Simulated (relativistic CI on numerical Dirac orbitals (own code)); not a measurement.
Computed by Dirac-Coulomb-Breit CI, separate exchange-only KLI orbitals for each configuration, model QED (radiative potential, 1s self-energy scaled to tabulated hydrogen-like ionisation energies), unscaled Slater integrals (own radial code, finite nucleus).

CI space (outside the closed core 1s2): 2s²2p⁶, 2s²2p⁵3s, 2s²2p⁵3p, 2s²2p⁵3d, 2s2p⁶3s, 2s2p⁶3p, 2s2p⁶3d, 2s²2p⁵4s, 2s²2p⁵4p, 2s²2p⁵4d, 2s²2p⁵4f, 2s2p⁶4s, 2s²2p⁴3s², 2s2p⁶4p, 2s²2p⁵5s, 2s²2p⁵5p, 2s2p⁶4d, 2s²2p⁵5d, 2s²2p⁵5f, 2s²2p⁵5g, 2s2p⁶4f, 2s²2p⁴3s3p, 2s²2p⁴3p², 2s²2p⁴3s3d, 2s²2p⁴3p3d, 2s2p⁵3s², 2s2p⁵3s3p, 2s²2p⁴3d², 2s2p⁶5s, 2s2p⁶5p, 2s2p⁶5d, 2s2p⁶5f, 2s2p⁶5g, 2s2p⁵3p², 2s2p⁵3s3d, 2s2p⁵3p3d. Levels of other configurations are missing.

At this charge energies of transitions that change n are usually good to better than 1 %, and those within a shell (Δn = 0) to a few per cent.

Outline of the computed level scheme of Ga XXII. Lowest level of each configuration: 2s²2p⁶ ¹S0 at 0.00 eV; 2s²2p⁵3s ³P°2 at 1140.72 eV; 2s²2p⁵3p ³S1 at 1181.34 eV; 2s²2p⁵3d ³P°0 at 1242.45 eV; 2s2p⁶3s ³S1 at 1322.93 eV; 2s2p⁶3p ³P°0 at 1365.87 eV; 2s2p⁶3d ³D1 at 1426.71 eV; 2s²2p⁵4s ³P°2 at 1542.58 eV; 2s²2p⁵4p ³S1 at 1559.46 eV.

Some strong electric-dipole decays among the lowest 45 levels: 2s²2p⁵3d ¹P°1 → 2s²2p⁶ ¹S0 (5.3e+13 s⁻¹); 2s²2p⁵3d ³D°1 → 2s²2p⁶ ¹S0 (2.5e+13 s⁻¹); 2s2p⁶3p ¹P°1 → 2s²2p⁶ ¹S0 (8.4e+12 s⁻¹); 2s²2p⁵3s ¹P°1 → 2s²2p⁶ ¹S0 (2.6e+12 s⁻¹); 2s²2p⁵3s ³P°1 → 2s²2p⁶ ¹S0 (1.9e+12 s⁻¹); 2s2p⁶3p ³P°1 → 2s²2p⁶ ¹S0 (1.8e+12 s⁻¹); 2s²2p⁵4s ¹P°1 → 2s²2p⁶ ¹S0 (8.9e+11 s⁻¹); 2s²2p⁵4p ³S1 → 2s²2p⁵3s ³P°2 (7.1e+11 s⁻¹).

LS names give the leading component of a level, which can be under half, so a name can repeat, a term be missing and a line seem to break the LS rules.
